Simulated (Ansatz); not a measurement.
Two structures of SiH$_{4}$BrF, singlet, reached by relaxing down either side of one saddle point (PBE0-D4/def2-TZVP). Energies are electronic, without zero-point energy. Program: Ansatz 0.2.0. Basis: def2-TZVPP and def2-QZVPP. Cores are frozen in the correlated methods. Filled d shells of the heavier atoms are correlated. The def2 sets are not built for correlating such inner shells, so the correlated values are less sure here. Extrapolation: Hartree–Fock as exp(−7.88 √X), correlation as X^−2.97. First:

```
7
angstrom
Si -0.9071 -0.5649 0.4570
F 0.6166 -0.0793 0.6488
H -0.9439 -1.4955 -0.6931
H -1.3205 -1.2425 1.7063
H -1.7351 0.6347 0.2006
H 1.8726 1.0072 -0.6129
Br 2.4175 1.7402 -1.7067
```

Second:

```
7
angstrom
Si -0.9843 0.0367 -0.1908
F 2.2367 -0.7798 0.8606
H -0.6424 -1.2742 -0.7803
H -0.9954 -0.0087 1.2858
H -2.2646 0.5509 -0.7245
H 2.0482 -0.0189 0.3619
Br 0.6019 1.4939 -0.8126
```

Task: Which bonds change from the first to the second?

Result: SiH₃F ([F][SiH3]) + HBr → SiH₃Br ([SiH3][Br]) + HF; bonds formed: Si1–Br7, F2–H6; bonds broken: Si1–F2, H6–Br7.

Task: Give the saddle point's structure and its height above each. (To be estimated.)

Result: Computed: 37.14 kcal/mol above the first and 30.07 kcal/mol above the second (CCSD(T) at an estimated basis limit (MP2 extrapolated from triple and quadruple zeta, plus CCSD(T) − MP2 in triple zeta)).
Si1  (-0.602, -0.198, 0.069)
F2  (1.167, -0.279, 0.853)
H3  (-0.562, -1.286, -0.921)
H4  (-0.998, -0.737, 1.396)
H5  (-1.593, 0.868, -0.192)
H6  (1.576, 0.333, 0.122)
Br7  (1.012, 1.298, -1.327)
(Å)

The T1 diagnostic stays at or below 0.010.

Labels in which every atom is bracketed show which atoms are joined, not bond orders.

For scale, one of the runs: CCSD(T)/def2-TZVPP, 177 basis functions, launched by `ansatz run in.yaml --threads 4 --pin off --events-out ev --progress --plain --max-ram 9574MiB`. Time: 47 s of wall clock on 4 CPU threads of an Intel Xeon; the host was shared. Peak host memory: 1.6 GiB.
